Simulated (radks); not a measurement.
Fractional charge and spin in the 4p shell of strontium: the spin-up occupation runs from 2 to 3 and the spin-down occupation from 2 to 3; the fullest corner is Sr, [Ar] 3d10 4s2 5s2 4p(up 3, down 3). All-electron calculation, scalar-relativistic Kohn-Sham, PBEsol, spin-polarised, spherical densities, point nucleus. Program: a radial shooting solver on a logarithmic mesh with Libxc functionals. Energy (eV) minus the two flat planes that join the four corners (they meet along the diagonal where the two added fractions sum to one electron); zero is where a piecewise linear energy would lie.

| down \ up | 2 | 2.25 | 2.5 | 2.75 | 3 |
|---|---|---|---|---|---|
| 2 | 0.000 | -1.145 | -1.517 | -1.131 | 0.000 |
| 2.25 | -1.145 | -1.451 | -1.001 | 0.189 | -1.019 |
| 2.5 | -1.517 | -1.001 | 0.253 | -0.897 | -1.345 |
| 2.75 | -1.131 | 0.189 | -0.897 | -1.285 | -0.997 |
| 3 | 0.000 | -1.019 | -1.345 | -0.997 | 0.000 |

Corners above the fullest one (they belong to Sr+ and the next ion): (up 3, down 2) 28.047 eV, (up 2, down 3) 28.047 eV, (up 2, down 2) 68.583 eV. With half an added electron in each spin the energy lies 0.253 eV from the planes, and with half an added electron in spin up alone -1.517 eV. The planes are only a guide here: the flat-plane condition holds for ground states with one frontier orbital, while this shell lies below other occupied shells, so the corners above the fullest one are inner-hole states and not the ground states of those ions.
